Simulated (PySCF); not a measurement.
# RbPb and its ions

UHF-MP2; PySCF, scalar-relativistic core potentials, basis sets Rb def2-SVP with ECP28, Pb def2-SVP with ECP60. Neutral (UHF): quartet (σ ↑, π ↑↑), Re = 3.511 Å, ωe = 89.6 cm⁻¹, De = 1.10 eV.

RbPb⁺ (UHF): triplet (σ ↑, π ↑), Re = 4.180 Å, ωe = 40.6 cm⁻¹. The energies at the minima are -215.78487 hartree for RbPb and -215.60583 for RbPb⁺.

Work out the adiabatic ionisation energy, without and with harmonic zero-point energies (1 hartree = 27.2114 eV, 1 eV = 8065.5 cm⁻¹), and the change of the bond length.

At UHF-MP2: 0.17904 hartree = 4.872 eV between the minima; the zero-point term (40.6 − 89.6)/2 cm⁻¹ = -0.003 eV makes it 4.869 eV. Re changes by +66.9 pm against the neutral. The electron leaves a π orbital, and the ion is left as a loose complex of an ion and an atom.

Correlated steps freeze 4 core orbitals. Correlated levels converge slowly with the basis: in double zeta they bind strong bonds too weakly, by up to about 1 eV, and carry superposition errors of some tenths. These are scalar-relativistic numbers at best; spin–orbit coupling would shift them, the dissociation energy most. States were picked by a PBE0 search and need not be the measured ground states.
